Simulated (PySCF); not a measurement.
Te(Cl)(OH), SMILES O[Te]Cl (HClOTe), PBE0/def2-SVP optimised geometry.

```
4

Te    -0.93    -1.17     0.00
Cl    -1.34     1.17     0.00
O      1.05    -1.17     0.00
H      1.34    -1.06    -0.92
```

Density from PBE0/def2-TZVP, def2 effective core potentials past Kr (PySCF 2.14.0) at that geometry. The core electrons that the potentials of Te replace are not part of the density.

Minimum of the electron density along straight lines between bonded atoms, close to the bond critical point (lines longer than 1.1 times the sum of covalent radii, or with two minima, are not listed):

| bond | length / Å | ρ at the minimum / e bohr⁻³ | ∇²ρ there / e bohr⁻⁵ | position (fraction from the first atom) |
|---|---|---|---|---|
| Te1–Cl2 | 2.373 | 0.091 | 0.08 | 0.47 |
| Te1–O3 | 1.978 | ? | ? | 0.50 |
| O3–H4 | 0.967 | ? | -2.41 | 0.81 |

### Question
Some entries are withheld; supply them.

### Answer

- Te1–O3, ρ at the minimum / e bohr⁻³: 0.129
- Te1–O3, ∇²ρ there / e bohr⁻⁵: 0.32
- O3–H4, ρ at the minimum / e bohr⁻³: 0.357
